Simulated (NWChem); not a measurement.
C$_{4}$H$_{6}$O; SMILES O=CC1CC1

```xyz
11

O     -0.5827     1.6807     0.0000
C      0.5091     1.1442     0.0000
C      0.7133    -0.3252     0.0000
C     -0.3146    -1.1761    -0.7435
C     -0.3146    -1.1761     0.7435
H      1.4382     1.7556     0.0000
H      1.7461    -0.6626     0.0000
H      0.0599    -2.0475    -1.2726
H     -1.1012    -0.6223    -1.2474
H      0.0599    -2.0475     1.2726
H     -1.1012    -0.6223     1.2474
```
Atoms are numbered in this order, from 1.

All runs: NWChem. Coordinates come from a B3LYP/6-31G* (spherical d) optimisation.

**Question.** What does the run give for B3LYP/def2-SVP? Quantities: highest occupied level (eV); orbital gap (eV); dipole (D).

**Answer.** 
```json
{
 "highest occupied level (eV)": "-7.02",
 "orbital gap (eV)": "6.16",
 "dipole (D)": "2.69"
}
```
